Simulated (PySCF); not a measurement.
Species: C₅H₆FNO.
SMILES: `C=CC(=O)N/C=C\F`

Theory: PySCF 2.14.0, density-fitted response routines, TDDFT B3LYP/def2-SVPD, vertical, gas phase, core orbitals frozen in the response. Geometry: GFN2-xTB, one conformer, isolated molecule. Torsions of this conformer, `[CH2:1]=[CH:2][C:3](=[O:4])[NH:5]/[CH:6]=[CH:7]\[F:8]`: C1–C2–C3–O4 0°, C2–C3–N5–C6 180°, C3–N5–C6–C7 180°.

Computed states:

```
state  E (eV)       f
   S1    4.46  0.0004
   S2    4.47   0.293
   S3    5.80  0.0028
   S4    6.06   0.344
   S5    6.42   0.018
   S6    6.64   0.223
   S7    6.87  0.0052
   S8    7.02   0.028
```

Broadening: Gaussians 0.25 eV wide at half height, area fixed by f = 4.319×10⁻⁹ ∫ε dν̃. The width is an assumption, not a result. The curve ends short of the highest state used, and states not computed would add to its high-energy end.

Task: Give the broadened spectrum and its maxima.

Result: 
```csv
λ (nm),ε (L mol⁻¹ cm⁻¹)
193.3,4814
195.3,3233
197.3,5386
199.3,12938
201.3,25092
203.3,35290
205.3,36057
207.3,27222
209.3,15508
211.3,6873
213.3,2516
215.3,861
217.3,322
219.3,134
221.3,54
223.3,19
225.3,6
227.3,1
229.3,0
231.3,0
233.3,0
235.3,0
237.3,0
239.3,0
241.3,0
243.3,0
245.3,0
247.3,0
249.3,0
251.3,2
253.3,10
255.3,40
257.3,138
259.3,412
261.3,1072
263.3,2448
265.3,4932
267.3,8814
269.3,14047
271.3,20057
273.3,25779
275.3,29959
277.3,31616
279.3,30420
281.3,26791
283.3,21678
285.3,16174
287.3,11166
289.4,6985
291.4,4154
293.4,2308
295.4,1201
297.4,587
299.4,271
301.4,118
303.4,49
```

Maxima: 277 nm (4.47 eV), ε about 32000, made up of S2 (100%); 204 nm (6.06 eV), ε about 37000, made up of S4 (100%) (ε in L mol⁻¹ cm⁻¹; maxima over ε = 5, shares over 10%). At its high-energy end, 6.42 eV, the curve is still rising (ε about 5100, from S5 and S6).

Task: On this curve, what absorbance would a 10⁻³ mol/L sample give at 254 nm over a 1 cm path?

Result: 254 nm is 4.881 eV, where ε is about 17 L mol⁻¹ cm⁻¹, so A = ε c l ≈ 0.017 (Beer–Lambert, with the gas-phase spectrum and the assumed width).

Task: What would ε be at 6.06 eV, the highest of these maxima, with half the width (0.125 eV)?

Result: About 73900 L mol⁻¹ cm⁻¹ against 37100, a factor of about 1.99; a lone state at its own centre would give exactly 2.

Task: Coming from long wavelengths, where does ε first pass 100 L mol⁻¹ cm⁻¹?

Result: At about 302 nm (4.11 eV), 0.35 eV below S1.
